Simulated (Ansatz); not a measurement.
Z-matrix (Å, degrees):
```
Si
Cl 1 2.052
N 1 1.739 2 110.3
H 1 1.475 2 108.3 3 -119.9
H 1 1.480 2 106.9 3 118.6
Si 3 1.759 1 120.5 2 79.5
B 3 1.416 1 120.2 2 -100.2
H 6 1.490 3 107.7 1 -16.6
H 6 1.487 3 109.7 1 -138.0
H 7 1.198 3 119.8 1 0.5
H 7 1.199 3 119.3 1 -179.3
```

Charge 0, multiplicity 2.

**Question.** List the r2SCAN/def2-TZVPP orbital energies in eV (Ansatz 0.2.0). (Estimate.)

**Answer.** Ansatz gave: α occupied: -2753.46, -1792.51, -1791.87, -385.78, -254.86, -193.39, -193.27, -193.26, -180.77, -142.83, -142.25, -97.74, -97.69, -97.65, -97.21, -97.11, -97.07, -22.97, -21.58, -14.55, -14.38, -12.44, -11.03, -10.54, -10.34, -9.58, -9.19, -8.75, -8.45, -8.11, -7.94, -5.49. α empty: -1.58, -0.63, -0.12, 0.54, 0.78, 1.08, 1.35, 1.66. β occupied: -2753.46, -1792.51, -1791.77, -385.74, -254.86, -193.39, -193.27, -193.26, -180.76, -142.83, -142.17, -97.74, -97.68, -97.65, -97.03, -96.99, -96.97, -22.88, -21.57, -14.46, -14.11, -12.28, -10.91, -10.49, -10.28, -9.56, -9.00, -8.59, -8.36, -8.09, -7.92. β empty: -3.03, -1.37, -0.32, -0.04, 0.85, 1.16, 1.40, 1.60. ⟨S²⟩ = 0.754.
